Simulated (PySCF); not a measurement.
**Working out the excitation energy of Mg**

Mg [Ne] 3s2 (1S) → Mg [Ne] 3s1 4s1 (3S). All numbers are calculated (PySCF 2.14, the spin-free X2C one-electron Hamiltonian (Gaussian nucleus), in x2c-TZVPPall with one added diffuse shell each of s, p, d type (6s5p4d, 41 functions)). Frozen: [Ne]. Energies in hartree (1 hartree = 27.21139 eV):

```tsv
part	Mg (lower)	Mg (upper)
UHF	-199.912941	-199.757631
CCSD correlation	-0.032816	-0.004007
(T)	0.000000	0.000000
```

Question: What does Hartree-Fock give?

Answer: (-199.757631) − (-199.912941) = 0.155310 hartree = 4.226 eV.

Question: What do CCSD and CCSD(T) give?

Answer: The CCSD correlation energies differ by 0.028809 hartree = 0.784 eV and the triples by 0.000000 hartree = 0.000 eV, so CCSD gives 5.010 eV and CCSD(T) 5.010 eV.

Measured between the centres of the two terms (NIST): 5.108 eV, so CCSD(T) (valence) is off by -0.098 eV.

What remains against the reference includes basis incompleteness, the frozen core and higher excitations.
